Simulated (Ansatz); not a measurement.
Harmonic frequencies (cm⁻¹) at PBE0-D4/def2-TZVP from Ansatz: 70, 160, 222, 406, 609, 722, 764, 909, 967, 976, 994, 1059, 1293, 1350, 1418, 1460, 1475, 1664, 3057, 3144, 3156, 3160, 3168, 3254.

Each molecule was computed in one conformer, which needn't be the lowest.

Question: Which molecule is it?
A. `C1CSC1`
B. `C=CSC`
C. `C=CS[SiH3]`
D. `C/C=C/S`

Answer: B.
